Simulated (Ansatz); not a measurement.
Job for Ansatz (a first-principles code): R-CCSD(T)/aug-cc-pVDZ on BFH4O (a complex).

Ansatz 0.2 input:
```yaml
crystal:
  periodic: [false, false, false]
  atoms:
    - {symbol: B, position_ang: [-0.32077891, 0.54307438, 1.32237923]}
    - {symbol: F, position_ang: [-0.58585563, -0.69212587, 0.77599864]}
    - {symbol: H, position_ang: [0.71386174, 1.04776723, 0.98142700]}
    - {symbol: H, position_ang: [-1.28113066, 1.23265026, 1.53135889]}
    - {symbol: O, position_ang: [0.10057976, 0.11061062, 2.99652586]}
    - {symbol: H, position_ang: [0.84536057, -0.50681310, 2.97044477]}
    - {symbol: H, position_ang: [-0.64738117, -0.36728097, 3.38221491]}
basis:
  gaussian:
    orbitals: aug-cc-pVDZ
magnetization: {spin_polarized: false}
correlation: {method: ccsd_t, electrons: outside_noble_gas}
scf: {lower_state_search: off}
```

Program output:

```
WARN ansatz: RAYON_NUM_THREADS=1 ignored (pool sized by the plan → 1); use --threads N
Functional definition: HF
these checks for a lower state are left out or cut short: stability, starts, cluster_reference, orbital_swaps, neighbouring_geometries, increment
integrals: 0.14 GiB planned
990 factors; integrals over basis functions are off by at most 7.2e-4 eV
mean field: 0.20 GiB planned
mean field evaluation 1: about -5477.3540 eV, gradient 3.5e1 eV
mean field evaluation 2: about -5477.3524 eV, gradient 3.5e1 eV
mean field evaluation 4: about -5479.7956 eV, gradient 2.8e0 eV
mean field evaluation 8: about -5479.8224 eV, gradient 1.3e-1 eV
mean field -5479.82245123 eV, -201.3797607256 hartree, gradient 2.9e-6 eV, S^2 0.000000; 0 other end points of the search recorded, 0 dependent functions left out
3 core orbitals not correlated
reference -5479.82245123 eV, -201.3797607256 hartree; 10, 10 occupied and 92, 92 virtual orbitals, 990 factors
second order -14.21244382 eV of doubles, -0.00000000 eV of singles
coupled cluster: 0.50 GiB planned
cycle   1  -14.44796455 eV  change   -2.4e-1 eV  update   8.6e-2
cycle   2  -14.77828371 eV  change   -3.3e-1 eV  update   2.3e-2
cycle   3  -14.86436640 eV  change   -8.6e-2 eV  update   1.2e-2
cycle   4  -14.86078347 eV  change    3.6e-3 eV  update   2.4e-3
cycle   5  -14.85922408 eV  change    1.6e-3 eV  update   1.2e-3
cycle   6  -14.85974014 eV  change   -5.2e-4 eV  update   3.4e-4
cycle   7  -14.85974267 eV  change   -2.5e-6 eV  update   1.4e-4
cycle   8  -14.85966118 eV  change    8.1e-5 eV  update   4.4e-5
cycle   9  -14.85965301 eV  change    8.2e-6 eV  update   1.5e-5
perturbative correction -0.35999939 eV, -0.0132297334 hartree
Total energy: -5495.04210363 eV, -201.9390726350 hartree
Checks for a lower state left out: stability, starts, cluster_reference, orbital_swaps, neighbouring_geometries, increment
```

The run converged.

Cost: about 6 core-seconds (a rough figure).
